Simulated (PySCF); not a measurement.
## Ionisation energy of Al²⁺ by level of theory

Al²⁺ [Ne] 3s1 (2S) → Al³⁺ [Ne] (1S), as a difference of total energies. All numbers are calculated (PySCF 2.14, the spin-free X2C one-electron Hamiltonian (Gaussian nucleus), in x2c-QZVPPall with one added diffuse shell each of s, p, d, f type (10s7p5d3f1g, 86 functions)). Correlated levels: valence and next inner shell: 1s2 frozen. The calculations carry no spin-orbit coupling.

Order these methods by the ionisation energy they give, lowest first.
A. PBE0
B. r2SCAN
C. SCS-MP2 (valence and next inner shell)
D. wB97X-V

C (28.316 eV), B (28.438 eV), D (28.500 eV), A (28.736 eV).

Errors of the correlated levels include the incompleteness of this basis and the frozen core.

For comparison: 28.448 eV (measured; NIST Atomic Spectra Database, ionization energies).
